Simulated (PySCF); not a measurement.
**A survey of $^{29}$Si NMR shifts**

- σ from GIAO-PBE0/pcSseg-1
- structure optimised with GFN2-xTB
- program: PySCF 2.14
- in vacuum, non-relativistic Hamiltonian, fast rotation and ring inversion assumed for equivalent nuclei, single conformer

Shieldings were converted by a linear fit to measured shifts: $^{29}$Si (scatter 8.9 ppm rms, 25.8 ppm with the 6 outliers that the fit left out vs TMS, solution or neat liquid). A few per cent of atoms miss by over 2 rms, more outside the fitted compound classes.

(1) Give the $^{29}$Si shifts of `FC(F)(F)O[C@H]1OC[SiH2]1`, `N#CCC[SiH2]O[C@]12C[C@H]1C2`, `[SiH3]O[SiH2]O[SiH2]C(Cl)Cl`, `N#C[C@@]([SiH3])(C=O)C1CCC1`, `CO[Si]1(CF)OCCCO1`, `C#C[SiH2][C@@H]1C[SiH2]S[SiH2]1`.

(2) Match the shifts -23.9, -35.4, -52.5, -60.8 ppm to `C=C1CO[C@@H](CC#N)C[SiH2]1`, `C=C(S[SiH3])C(C)=O`, `C=CC[SiH2]O/C(C#N)=C\C`, `COCC1=C[SiH2]S1`.

Results:

(1) 
| compound | environment | δ (ppm) |
| --- | --- | --- |
| FC(F)(F)O[C@H]1OC[SiH2]1 | silicon bonded to 2 C, 2 H, in a 4-membered ring | -18.3 |
| N#CCC[SiH2]O[C@]12C[C@H]1C2 | silicon bonded to C, O, 2 H | -24.2 |
| [SiH3:1][O:2][SiH2:3][O:4][SiH2:5][CH:6]([Cl:7])[Cl:8] | Si5: silicon bonded to C, O, 2 H | -37.5 |
| [SiH3:1][O:2][SiH2:3][O:4][SiH2:5][CH:6]([Cl:7])[Cl:8] | Si1: silicon bonded to O, 3 H | -42.1 |
| [SiH3:1][O:2][SiH2:3][O:4][SiH2:5][CH:6]([Cl:7])[Cl:8] | Si3: silicon bonded to 2 O, 2 H | -47.9 |
| N#C[C@@]([SiH3])(C=O)C1CCC1 | silicon bonded to C, 3 H | -54.1 |
| CO[Si]1(CF)OCCCO1 | silicon bonded to C, 3 O, in a 6-membered ring | -57.9 |
| [CH:1]#[C:2][SiH2:3][C@@H:4]1[CH2:5][SiH2:6][S:7][SiH2:8]1 | Si8: silicon bonded to C, S, 2 H, in a 5-membered ring | -8.9 |
| [CH:1]#[C:2][SiH2:3][C@@H:4]1[CH2:5][SiH2:6][S:7][SiH2:8]1 | Si6: silicon bonded to C, S, 2 H, in a 5-membered ring | -10.1 |
| [CH:1]#[C:2][SiH2:3][C@@H:4]1[CH2:5][SiH2:6][S:7][SiH2:8]1 | Si3: silicon bonded to 2 C, 2 H | -57.6 |

(2) -23.9: C=CC[SiH2]O/C(C#N)=C\C (silicon bonded to C, O, 2 H); -35.4: COCC1=C[SiH2]S1 (silicon bonded to C, S, 2 H, in a 4-membered ring); -52.5: C=C1CO[C@@H](CC#N)C[SiH2]1 (silicon bonded to 2 C, 2 H, in a 6-membered ring); -60.8: C=C(S[SiH3])C(C)=O (silicon bonded to S, 3 H).
